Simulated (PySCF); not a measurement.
Orbital energies and ionisation energy

Species: C₇H₁₁OP.
Cartesian coordinates in Å at the PBE0-D3(BJ)/def2-SVP level; atoms count from 1:
```
atom  x, y, z in Å
C1     1.831   -1.406    1.875
C2     1.436   -0.654    1.008
P3     0.876    0.454   -0.258
C4     2.106    1.463   -0.752
C5    -0.069   -0.719   -1.348
C6    -1.310   -1.301   -0.680
O7    -2.194   -0.308   -0.233
C8    -1.705    0.448    0.839
C9    -0.543    1.360    0.453
H10    2.191   -2.063    2.647
H11    1.818    2.364   -1.299
H12    3.091    1.030   -0.936
H13   -0.350   -0.123   -2.233
H14    0.621   -1.510   -1.683
H15   -1.875   -1.919   -1.395
H16   -1.009   -1.959    0.161
H17   -2.545    1.058    1.203
H18   -1.393   -0.215    1.671
H19   -0.172    1.937    1.313
H20   -0.859    2.076   -0.325
```

Level: CAM-B3LYP/def2-SVPD (PySCF). Frontier orbitals with their largest atomic shares (Löwdin; up to four atoms above 4 %):

```csv
orbital,ε (eV),main atoms
HOMO−3,-10.10,"C2 39 %, C1 38 %, O7 5 %"
HOMO−2,-9.87,"C1 34 %, C2 33 %, C5 8 %, P3 7 %"
HOMO−1,-9.28,"O7 53 %, C8 8 %, C6 8 %, C9 7 %"
HOMO,-6.40,?
LUMO,0.72,"C1 31 %, C2 28 %, P3 12 %, H10 8 %"
LUMO+1,1.09,"C1 33 %, C2 30 %, H10 10 %, P3 8 %"
LUMO+2,1.20,"C1 19 %, C6 8 %, C8 8 %, C5 6 %"
```

**Question.** What vertical ionisation energy does ΔSCF give, and how far is −ε(HOMO) from it?

**Answer.** ΔSCF: 6.92 eV (668 kJ/mol; threshold wavelength 179 nm); ⟨S²⟩ of the doublet left behind is 0.755, against 0.75 for a pure doublet. −ε(HOMO) is 6.40 eV, 0.52 eV below it. In exact Kohn–Sham theory the two would be equal; CAM-B3LYP (range-separated hybrid) falls short of its own ΔSCF value by 8 %. Holes in the HOMO−1 and HOMO−2 were tried too where these lie within 1.2 eV of the HOMO; the lowest converged state counts.

**Question.** On which atoms does the HOMO lie?

**Answer.** C4 (carbon bonded to P and 2 H) 53 %, P3 (phosphorus bonded to 4 C) 18 %, H11 (hydrogen on carbon) 7 %, H12 (hydrogen on carbon) 7 %. The HOMO−1 lies 2.88 eV lower.

**Question.** What kinetic energy would electrons from this vertical process carry with 118.2 nm light (10.49 eV)?

**Answer.** 10.49 − 6.92 = 3.57 eV.

**Question.** How many of the 10 lowest singlet excitations (vertical TDDFT, same level) lie below the ionisation energy?

**Answer.** All 10; they run from 4.04 to 6.51 eV.

**Question.** Shift the occupied levels rigidly so that −ε(HOMO) equals the ΔSCF value. What binding energies result?

**Answer.** The shift is +0.52 eV: HOMO 6.92, HOMO−1 9.80, HOMO−2 10.39, HOMO−3 10.62 eV. A rigid shift is only a rough guide to the deeper ionisations.

**Question.** With α = 109.5 au, estimate the like-pair dispersion coefficient by London's formula C6 = (3/4)α²I.

**Answer.** I = 0.2544 Eh, so C6 ≈ 2290 au, a rough estimate.

One conformer (not necessarily the lowest) at the PBE0-D3(BJ)/def2-SVP geometry, without solvent, vibrations or thermal averaging.
